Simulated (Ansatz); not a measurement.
Energy needed to pull apart BSiHClF (SMILES FB=[SiH]Cl), closed shell, into free ground-state atoms, from the structure below (at a frame of a short PBE0-D4/def2-SVP trajectory); no zero-point or spin–orbit terms; open-shell atoms are treated unrestricted, in their ground-state multiplicity.

```
5
angstrom
F 0.0763 -1.6739 1.7975
B 0.2004 -1.0939 0.6580
Si 0.0320 0.5810 -0.1853
Cl -1.4647 0.8190 -1.5298
H 1.2113 1.3290 -0.7669
```

Ansatz 0.2.0; basis: def2-TZVPP; cores frozen in the correlated methods.

```
   method  atomization energy (kJ/mol)
   PBE-D4                            ?
r2SCAN-D4                         1630
  PBE0-D4                            ?
  wB97M-V                         1607
       HF                         1130
      MP2                         1600
     CCSD                         1502
  CCSD(T)                         1544
```

Question: What does PBE-D4 give? (To be estimated.)

Answer: The calculation gives: 1663 kJ/mol, which is about 119 kJ/mol more than CCSD(T)/def2-TZVPP.

Question: What does PBE0-D4 give? (Judge from chemistry; the value comes from the calculation.)

Answer: The calculation gives: 1608 kJ/mol, which is about 64 kJ/mol more than CCSD(T)/def2-TZVPP.

In triple zeta the MP2 and coupled-cluster atomization energies are still short of their basis limit by a few kcal/mol a bond, whereas those of the functionals are nearly converged, so these differences are not deviations from converged CCSD(T).

T1 diagnostic: at most 0.017. The restricted Hartree–Fock reference is unstable towards an unrestricted one here.

For scale, one of the runs: CCSD(T)/def2-TZVPP forces, 160 basis functions, launched by `ansatz run in.yaml --threads 1 --pin off --events-out ev --progress --plain --max-ram 4352MiB`. Time: 3.3 min of wall clock on 1 CPU thread of an Intel Xeon; the host was shared. Peak host memory: 1.9 GiB.
